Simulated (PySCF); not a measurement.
F₂Si, triplet, geometry from GFN2-xTB (the spin is typed, not shown lowest), with bond 2-1 at 1.3 times its length; BLYP/STO-3G (PySCF).

The PySCF input:
```python
from pyscf import gto, scf, dft

mol = gto.Mole()
mol.atom = '''
    Si   -0.03269801   -0.01543688    0.55306998
    F     1.44725012   -0.91349860   -0.66816978
    F    -1.05486006    0.73026650   -0.47398585
'''
mol.basis = 'sto-3g'
mol.spin = 2
mol.verbose = 4
mol.build()

mf = dft.UKS(mol)
mf.xc = 'blyp'
mf.DIIS = scf.EDIIS
mf.kernel()
```

Question: Write the output that PySCF gives for this input, abridged.

Answer: 
```
PySCF version 2.14.0

[INPUT] verbose = 4
[INPUT] num. atoms = 3
[INPUT] num. electrons = 32
[INPUT] charge = 0
[INPUT] spin (= nelec alpha-beta = 2S) = 2
[INPUT] symmetry False subgroup None
[INPUT] Mole.unit = angstrom
[INPUT] Symbol           X                Y                Z      unit          X                Y                Z       unit  Magmom
[...]
nuclear repulsion = 86.6751753502048
number of shells = 11
number of NR pGTOs = 57
number of NR cGTOs = 19
basis = sto-3g
ecp = {}

******** <class 'pyscf.dft.uks.UKS'> ********
method = UKS
initial guess = minao
damping factor = 0
level_shift factor = 0
DIIS = <class 'pyscf.scf.diis.EDIIS'>
diis_start_cycle = 1
diis_space = 8
diis_damp = 0
SCF conv_tol = 1e-09
SCF conv_tol_grad = None
SCF max_cycles = 50
direct_scf = True
direct_scf_tol = 1e-13
number electrons alpha = 17  beta = 15
XC library pyscf.dft.libxc version 7.1.2
    S. Lehtola, C. Steigemann, M. J. T. Oliveira, and M. A. L. Marques,  SoftwareX 7, 1–5 (2018)
XC functionals = blyp
    A. D. Becke,  Phys. Rev. A 38, 3098 (1988)
    C. Lee, W. Yang, and R. G. Parr,  Phys. Rev. B 37, 785 (1988)
    B. Miehlich, A. Savin, H. Stoll, and H. Preuss,  Chem. Phys. Lett. 157, 200 (1989)
radial grids:
    Treutler-Ahlrichs [JCP 102, 346 (1995); DOI:10.1063/1.469408] (M4) radial grids

becke partition: Becke, JCP 88, 2547 (1988); DOI:10.1063/1.454033
pruning grids: <function nwchem_prune>
grids dens level: 3
symmetrized grids: False
atomic radii adjust function: <function treutler_atomic_radii_adjust>
small_rho_cutoff = 0
Set gradient conv threshold to 3.16228e-05
tot grids = 47704
init E= -482.545050559782

cycle= 1 E= -482.470437467675  delta_E= 0.0746  |g|=  0.4  |ddm|=  1.8

cycle= 2 E= -478.377851848195  delta_E= 4.09  |g|= 2.05  |ddm|= 3.06

cycle= 3 E= -481.576563030092  delta_E= -3.2  |g|= 0.916  |ddm|= 3.24

cycle= 4 E= -481.923920655817  delta_E= -0.347  |g|= 0.605  |ddm|= 2.15

cycle= 5 E= -482.179659050311  delta_E= -0.256  |g|= 0.467  |ddm|= 0.613

cycle= 6 E= -482.179659051796  delta_E= -1.49e-09  |g|= 0.467  |ddm|= 6.13e-09

cycle= 7 E= -482.179659041923  delta_E= 9.87e-09  |g|= 0.467  |ddm|= 3.27e-08

cycle= 8 E= -482.179659048707  delta_E= -6.78e-09  |g|= 0.467  |ddm|= 2.2e-08

cycle= 9 E= -482.179659048733  delta_E= -2.66e-11  |g|= 0.467  |ddm|= 6.83e-11

cycle= 10 E= -482.179659060839  delta_E= -1.21e-08  |g|= 0.467  |ddm|= 3.93e-08

cycle= 11 E= -475.347328387971  delta_E= 6.83  |g|= 1.23  |ddm|= 3.85

[...]

cycle= 20 E= -475.200883959681  delta_E=  6.7  |g|=  1.3  |ddm|= 3.88

cycle= 21 E= -476.781262867384  delta_E= -1.58  |g|= 2.16  |ddm|= 3.77

cycle= 22 E= -481.761117369266  delta_E= -4.98  |g|= 0.651  |ddm|= 3.47

cycle= 23 E= -481.778433240728  delta_E= -0.0173  |g|= 0.646  |ddm|= 0.0342

cycle= 24 E= -481.778433235833  delta_E= 4.89e-09  |g|= 0.646  |ddm|= 1.21e-08

cycle= 25 E= -481.77843322193  delta_E= 1.39e-08  |g|= 0.646  |ddm|= 6.12e-08

cycle= 26 E= -481.77843324089  delta_E= -1.9e-08  |g|= 0.646  |ddm|= 6.95e-08

cycle= 27 E= -481.778433235954  delta_E= 4.94e-09  |g|= 0.646  |ddm|= 2.45e-08

cycle= 28 E= -481.778433239508  delta_E= -3.55e-09  |g|= 0.646  |ddm|= 3.01e-08

cycle= 29 E= -474.960520881926  delta_E= 6.82  |g|=  1.4  |ddm|= 3.91

cycle= 30 E= -476.291500334288  delta_E= -1.33  |g|= 2.09  |ddm|=  3.9

cycle= 31 E= -481.756538645644  delta_E= -5.47  |g|= 0.653  |ddm|= 3.53

cycle= 32 E= -481.758902373054  delta_E= -0.00236  |g|= 0.652  |ddm|= 0.00472

cycle= 33 E= -481.75890237307  delta_E= -1.52e-11  |g|= 0.652  |ddm|= 2.4e-10

cycle= 34 E= -481.75890237271  delta_E= 3.59e-10  |g|= 0.652  |ddm|= 2.3e-09

cycle= 35 E= -481.758902370843  delta_E= 1.87e-09  |g|= 0.652  |ddm|= 4.5e-09

cycle= 36 E= -481.758902372997  delta_E= -2.15e-09  |g|= 0.652  |ddm|= 4.28e-09

cycle= 37 E= -481.758902374105  delta_E= -1.11e-09  |g|= 0.652  |ddm|= 2.36e-09

cycle= 38 E= -474.912604133406  delta_E= 6.85  |g|= 1.41  |ddm|= 3.92

cycle= 39 E= -476.272825653808  delta_E= -1.36  |g|= 2.09  |ddm|= 3.93

cycle= 40 E= -481.757148958856  delta_E= -5.48  |g|= 0.653  |ddm|= 3.53

cycle= 41 E= -481.757354766027  delta_E= -0.000206  |g|= 0.653  |ddm|= 0.000501

cycle= 42 E= -481.757354709806  delta_E= 5.62e-08  |g|= 0.653  |ddm|= 1.53e-07

cycle= 43 E= -481.757354689255  delta_E= 2.06e-08  |g|= 0.653  |ddm|= 9.57e-08

cycle= 44 E= -481.757354711713  delta_E= -2.25e-08  |g|= 0.653  |ddm|= 9.57e-08

cycle= 45 E= -481.757354711318  delta_E= 3.95e-10  |g|= 0.653  |ddm|= 8.16e-10

cycle= 46 E= -481.757354711387  delta_E= -6.88e-11  |g|= 0.653  |ddm|= 1.39e-08

cycle= 47 E= -474.9083978627  delta_E= 6.85  |g|= 1.41  |ddm|= 3.92

cycle= 48 E= -476.275039711822  delta_E= -1.37  |g|= 2.09  |ddm|= 3.94

cycle= 49 E= -481.757328085935  delta_E= -5.48  |g|= 0.653  |ddm|= 3.53

cycle= 50 E= -481.757333287099  delta_E= -5.2e-06  |g|= 0.653  |ddm|= 3.04e-05
SCF not converged.
SCF energy = -481.757333287099 after 50 cycles  <S^2> = 2.0000468  2S+1 = 3.0000312
```

The run did not converge; its last values are not results.
